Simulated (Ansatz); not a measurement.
Ligand exchange: Cd(CH3)(OH) + CH4O → Cd(OH)2 + C2H6

Gas-phase species: Cd(CH3)(OH), singlet; CH4O (methanol) `CO`, singlet; Cd(OH)2, singlet; C2H6 (ethane) `CC`, singlet. The partners trade CH3 for OH: Cd–CH3 and C–OH bonds give way to Cd–OH and C–CH3.

Shapes, held fixed at every level: PBE0-D4/def2-TZVP. Programs: Ansatz 0.2.0. Electronic energies: no zero-point or thermal term.

```json
{"level": "BHLYP-D4/def2-TZVPP", "kind": "global hybrid", "ΔE (kJ/mol)": "-63.1", "less CCSD(T)/def2-TZVPP": "-1.0"}
{"level": "PBE0-D4/def2-TZVPP", "kind": "global hybrid", "ΔE (kJ/mol)": "-60.3", "less CCSD(T)/def2-TZVPP": "+1.8"}
{"level": "B2PLYP/def2-TZVPP", "kind": "double hybrid", "ΔE (kJ/mol)": "-65.3", "less CCSD(T)/def2-TZVPP": "-3.2"}
{"level": "MP2/def2-SVP", "kind": "perturbation theory", "ΔE (kJ/mol)": "-65.1", "less CCSD(T)/def2-TZVPP": "-3.0"}
{"level": "CCSD/def2-SVP", "kind": "coupled cluster or CI", "ΔE (kJ/mol)": "-64.4", "less CCSD(T)/def2-TZVPP": "-2.3"}
{"level": "CCSD/def2-TZVPP", "kind": "coupled cluster or CI", "ΔE (kJ/mol)": "-63.0", "less CCSD(T)/def2-TZVPP": "-0.9"}
{"level": "CCSD(T)/def2-TZVPP", "kind": "coupled cluster or CI", "ΔE (kJ/mol)": "-62.1", "less CCSD(T)/def2-TZVPP": "0.0"}
```

The highest level, CCSD(T)/def2-TZVPP, gives ΔE = -62.1 kJ/mol; the levels span -65.3 to -60.3. The column of differences is taken from that level and isn't an error. No measured value is set beside it here. For atoms past krypton def2 sets carry core potentials with scalar relativity. Outer-core shells of Cd are correlated, in sets that cover them unevenly.
